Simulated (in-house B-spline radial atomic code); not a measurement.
The nickel ion Ni⁺ is squeezed into an impenetrable sphere of radius R (the orbitals vanish at R). No spin polarisation. Caution: exact exchange at fractional occupations of open shells leaves self-interaction of up to several eV. Level of theory: non-relativistic B3LYP, spherical fractional occupations, point nucleus; calculated with a B-spline radial code for spherical atoms.

Energies in eV above the free ion in [Ar] 3d9:

| R (bohr) | highest level (eV) | [Ar] 3d9 | [Ne] 3s2 3p5 3d10 | -dE/dV in [Ar] 3d9 (GPa) |
| --- | --- | --- | --- | --- |
| 9.62 | -14.7 | 4.392e-05 | 62.8 | 7.66e-05 |
| 6.61 | -14.6 | 0.01129 | 62.81 | 0.0402 |
| 4.73 | -14.1 | 0.3258 | 63.09 | 2.23 |
| 4.3 | -13.6 | 0.7022 | 63.45 | 5.86 |
| 3.84 | -12.8 | 1.61 | 64.32 | 17.1 |
| 3.21 | -10.2 | 5.181 | 67.91 | 82.3 |
| 2.75 | -6.12 | 12.8 | 75.75 | 297 |
| 2.37 | 0.317 | 28.82 | 92.48 | 994 |
| 1.72 | 31 | 151.5 | 219.5 | 12900 |
| 1.32 | 91.8 | 542.4 | 615.7 | 92700 |

(1) Does [Ne] 3s2 3p5 3d10 fall below [Ar] 3d9 under compression?

The highest level is first positive in the row R = 2.37 bohr, pushed up by confinement above the zero of the free ion's potential. Each configuration is held fixed and needn't be the lowest in the sphere.

Results:

(1) No, it stays above over the whole range.
